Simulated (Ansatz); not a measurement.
Ansatz (a program for electronic structure) input (HF/6-31G*):

Ansatz 0.2 input:
```yaml
crystal:
  periodic: [false, false, false]
  atoms:
    - {symbol: H, position_ang: [-0.00644600, -0.10946200, -1.95909400]}
    - {symbol: Si, position_ang: [0.00777300, 0.04938600, -0.50151200]}
    - {symbol: N, position_ang: [-0.01415700, -0.08751600, 0.99751600]}
    - {symbol: H, position_ang: [-0.00328200, 0.03066600, 1.99765500]}
basis:
  gaussian:
    orbitals: 6-31G*
hamiltonian:
  xc: {name: HF}
total_charge: 1
relax: {f_tol: 0.003, max_steps: 120}
```

Output:

```
Functional definition: HF
integrals: 0.00 GiB planned
397 factors; integrals over basis functions are off by at most 5.1e-4 eV
mean field: 0.06 GiB planned
mean field evaluation 1: about -9354.3550 eV, gradient 6.8e1 eV
mean field evaluation 2: about -9354.3632 eV, gradient 6.8e1 eV
mean field evaluation 4: about -9364.8591 eV, gradient 6.4e0 eV
mean field evaluation 8: about -9364.9958 eV, gradient 2.1e-4 eV
mean field -9364.99575670 eV, -344.1572462366 hartree, gradient 2.3e-5 eV, S^2 0.000000; 0 other end points of the search recorded, 0 dependent functions left out
the calculation of the forces begins
reference -9364.99575670 eV, -344.1572462366 hartree; 11, 11 occupied and 27, 27 virtual orbitals, 397 factors
relax step   1: F+E_penalty+E_count = -9364.99575670 eV  Δ(F+E_penalty+E_count) = +0.000e0 eV  max|allowed force component| = 1.320e0 eV/Å  Δτ_max = 0.0000 Å  (30 SCF iters, accepted)
these checks for a lower state are left out or cut short: starts, cluster_reference, orbital_swaps, neighbouring_geometries, increment
integrals: 0.00 GiB planned
397 factors; integrals over basis functions are off by at most 4.8e-4 eV
mean field: 0.06 GiB planned
mean field evaluation 16: about -9365.0212 eV, gradient 4.5e-5 eV
mean field -9365.02118103 eV, -344.1581805636 hartree, gradient 6.0e-5 eV, S^2 0.000000; 0 other end points of the search recorded, 0 dependent functions left out
the calculation of the forces begins
reference -9365.02118103 eV, -344.1581805636 hartree; 11, 11 occupied and 27, 27 virtual orbitals, 397 factors
relax step   2: F+E_penalty+E_count = -9365.02118103 eV  Δ(F+E_penalty+E_count) = -2.542e-2 eV  max|allowed force component| = 5.066e-1 eV/Å  Δτ_max = 0.0193 Å  (27 SCF iters, accepted)
these checks for a lower state are left out or cut short: starts, cluster_reference, orbital_swaps, neighbouring_geometries, increment
integrals: 0.00 GiB planned
397 factors; integrals over basis functions are off by at most 4.6e-4 eV
mean field: 0.06 GiB planned
mean field -9365.02721115 eV, -344.1584021665 hartree, gradient 5.9e-5 eV, S^2 0.000000; 0 other end points of the search recorded, 0 dependent functions left out
the calculation of the forces begins
reference -9365.02721115 eV, -344.1584021665 hartree; 11, 11 occupied and 27, 27 virtual orbitals, 397 factors
relax step   3: F+E_penalty+E_count = -9365.02721115 eV  Δ(F+E_penalty+E_count) = -6.030e-3 eV  max|allowed force component| = 2.456e-1 eV/Å  Δτ_max = 0.0138 Å  (27 SCF iters, accepted)
these checks for a lower state are left out or cut short: starts, cluster_reference, orbital_swaps, neighbouring_geometries, increment
integrals: 0.00 GiB planned
397 factors; integrals over basis functions are off by at most 4.4e-4 eV
mean field: 0.06 GiB planned
mean field evaluation 32: about -9365.0445 eV, gradient 2.6e-5 eV
mean field -9365.04453570 eV, -344.1590388319 hartree, gradient 2.6e-5 eV, S^2 0.000000; 0 other end points of the search recorded, 0 dependent functions left out
the calculation of the forces begins
reference -9365.04453570 eV, -344.1590388319 hartree; 11, 11 occupied and 27, 27 virtual orbitals, 397 factors
relax step   4: F+E_penalty+E_count = -9365.04453570 eV  Δ(F+E_penalty+E_count) = -1.732e-2 eV  max|allowed force component| = 5.092e-1 eV/Å  Δτ_max = 0.0705 Å  (28 SCF iters, accepted)
these checks for a lower state are left out or cut short: starts, cluster_reference, orbital_swaps, neighbouring_geometries, increment
integrals: 0.00 GiB planned
397 factors; integrals over basis functions are off by at most 4.5e-4 eV
mean field: 0.06 GiB planned
mean field -9365.04576508 eV, -344.1590840108 hartree, gradient 6.8e-5 eV, S^2 0.000000; 0 other end points of the search recorded, 0 dependent functions left out
the calculation of the forces begins
reference -9365.04576508 eV, -344.1590840108 hartree; 11, 11 occupied and 27, 27 virtual orbitals, 397 factors
relax step   5: F+E_penalty+E_count = -9365.04576508 eV  Δ(F+E_penalty+E_count) = -1.229e-3 eV  max|allowed force component| = 7.612e-3 eV/Å  Δτ_max = 0.0037 Å  (26 SCF iters, accepted)
these checks for a lower state are left out or cut short: starts, cluster_reference, orbital_swaps, neighbouring_geometries, increment
integrals: 0.00 GiB planned
397 factors; integrals over basis functions are off by at most 4.5e-4 eV
mean field: 0.06 GiB planned
mean field -9365.04576681 eV, -344.1590840742 hartree, gradient 1.9e-5 eV, S^2 0.000000; 0 other end points of the search recorded, 0 dependent functions left out
the calculation of the forces begins
reference -9365.04576681 eV, -344.1590840742 hartree; 11, 11 occupied and 27, 27 virtual orbitals, 397 factors
relax step   6: F+E_penalty+E_count = -9365.04576681 eV  Δ(F+E_penalty+E_count) = -1.723e-6 eV  max|allowed force component| = 2.754e-4 eV/Å  Δτ_max = 0.0003 Å  (18 SCF iters, accepted)
integrals: 0.00 GiB planned
397 factors; integrals over basis functions are off by at most 4.5e-4 eV
mean field: 0.06 GiB planned
mean field -9365.04576681 eV, -344.1590840742 hartree, gradient 1.9e-5 eV, S^2 0.000000; 1 other end points of the search recorded, 0 dependent functions left out
the calculation of the forces begins
reference -9365.04576681 eV, -344.1590840742 hartree; 11, 11 occupied and 27, 27 virtual orbitals, 397 factors
Total energy: -9365.04576681 eV, -344.1590840742 hartree
Atom 0 at    -0.001810    -0.070866    -1.941371 Å, force     0.000003     0.000030     0.000212 eV/Å
Atom 1 at    -0.003355    -0.041766    -0.492415 Å, force    -0.000009    -0.000072    -0.000106 eV/Å
Atom 2 at    -0.004944    -0.012126     0.987415 Å, force     0.000009     0.000066    -0.000275 eV/Å
Atom 3 at    -0.006003     0.007832     1.980936 Å, force    -0.000004    -0.000024     0.000170 eV/Å
Dipole moment:     0.000721    -0.013390    -0.669438 e Å
```

The dipole moment of an ion depends on the origin.

The geometry given is a B3LYP-D3(BJ)/def2-TZVP minimum.
